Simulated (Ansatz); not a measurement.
Energy difference R1 → P1 + P2, each structure at its B3LYP-D3(BJ)/def2-TZVP stationary point, reached from a drawn start (curvature not checked).
R1, H4Mo (SMILES [MoH4]) (charge 0, multiplicity 3):
```xyz
5

Mo     0.000     0.000     0.000
H      0.984     0.965     0.984
H      0.971    -0.983    -0.979
H     -0.966     0.990    -0.977
H     -0.989    -0.972     0.971
```
P1, H3Mo (SMILES [MoH3]) (charge 0, multiplicity 4):
```tsv
atom	x (Å)	y (Å)	z (Å)
Mo	-0.0019	-0.0019	-0.4569
H	1.5894	-0.0087	0.1456
H	-0.7857	1.3812	0.1499
H	-0.8018	-1.3706	0.1615
```
P2: H atom, charge 0, multiplicity 2.

P less R. No zero-point or thermal terms; open shells are unrestricted; no spin–orbit coupling. The spin states of the d-block species are the ones drawn and need not be the lowest.

Correlated levels freeze the cores.

Programs: Ansatz (Gaussian orbitals). Each number belongs to the level named beside it. Elements past Kr take the def2 small-core potentials, without spin–orbit coupling.

| level | reaction energy (kcal/mol) |
|---|---|
| HF/def2-TZVPP | 32.23 |
| HF/def2-QZVPP | 32.82 |
| revPBE/def2-TZVPP | 62.26 |
| B97M-V/def2-TZVPP | 63.98 |
| wB97X-V/def2-TZVPP | 64.23 |
| MP2/def2-SVP | 51.73 |
| SCS-MP2/def2-QZVPP | ___ |
| CCSD/def2-TZVPP | ___ |
| CCSD(T)/def2-QZVPP | ___ |

Q: Fill in the missing entries.

A: 
- SCS-MP2/def2-QZVPP, reaction energy (kcal/mol): 65.10
- CCSD/def2-TZVPP, reaction energy (kcal/mol): 58.36
- CCSD(T)/def2-QZVPP, reaction energy (kcal/mol): 60.86

Ansatz is a quantum-chemistry and plane-wave program.
